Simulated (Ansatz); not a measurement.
C$_{4}$H$_{9}$AlO, singlet, at a GFN2-xTB geometry (such geometries of metal compounds can be far from the true shape), with bond 6-2 at 2.4 times its length; SC-NEVPT2/STO-3G, CASSCF(6,4) (Ansatz, a first-principles code).

Here is a job for Ansatz.
Ansatz 0.2 input:
```yaml
crystal:
  periodic: [false, false, false]
  atoms:
    - {symbol: Al, position_ang: [-0.09184784, 0.00572798, 0.94362933]}
    - {symbol: C, position_ang: [0.25242090, -1.14174936, -0.69381142]}
    - {symbol: C, position_ang: [-0.17155441, -0.47572943, -1.94761871]}
    - {symbol: C, position_ang: [0.62725398, 0.20191476, -2.75910885]}
    - {symbol: H, position_ang: [-0.27373509, -2.09541937, -0.56776456]}
    - {symbol: H, position_ang: [2.82536466, -1.69002670, -0.77873326]}
    - {symbol: H, position_ang: [-1.22712106, -0.54862598, -2.18353222]}
    - {symbol: H, position_ang: [1.68134709, 0.30487190, -2.55630260]}
    - {symbol: H, position_ang: [0.26367318, 0.68125638, -3.65212269]}
    - {symbol: C, position_ang: [-0.63006673, 1.92318022, 0.82819526]}
    - {symbol: H, position_ang: [-0.72588449, 2.25812071, -0.20549779]}
    - {symbol: H, position_ang: [0.09637434, 2.57696963, 1.31718395]}
    - {symbol: H, position_ang: [-1.58810091, 2.10478919, 1.32222889]}
    - {symbol: O, position_ang: [0.11751549, -0.73407321, 2.39829206]}
    - {symbol: H, position_ang: [0.23454149, -1.15933960, 3.23554687]}
basis:
  gaussian:
    orbitals: STO-3G
magnetization: {spin_polarized: false}
correlation: {method: sc_nevpt2, electrons: all, active_space: {window: {electrons: 6, orbitals: 4}}}
```

Output, abridged:

```
Functional definition: HF
563 factors; integrals over basis functions are off by at most 7.6e-5 eV
mean field evaluation 1: about -12711.4465 eV, gradient 3.2e1 eV
mean field evaluation 2: about -12711.5976 eV, gradient 3.2e1 eV
mean field evaluation 4: about -12717.4524 eV, gradient 7.5e0 eV
mean field evaluation 8: about -12717.7323 eV, gradient 1.9e-1 eV
mean field evaluation 16: about -12714.0221 eV, gradient 6.4e-2 eV
mean field -12717.73315118 eV, -467.3680729167 hartree, gradient 2.5e-6 eV, S^2 0.000000; 1 other end points of the search recorded, 0 dependent functions left out; unrestricted orbitals would lower it
reference -12717.73315118 eV, -467.3680729167 hartree; 27, 27 occupied and 16, 16 virtual orbitals, 563 factors
state -12722.41536684 eV, -467.5401411685 hartree
state -12722.41536684 eV, -467.5401411685 hartree; corrected -12729.71021350 eV, -467.8082218387 hartree
WARN: 1 active orbitals are nearly empty or full. The corrections depend on them more than the energy does, and are more stable in an active space without them
Total energy: -12729.71021350 eV, -467.8082218387 hartree
```
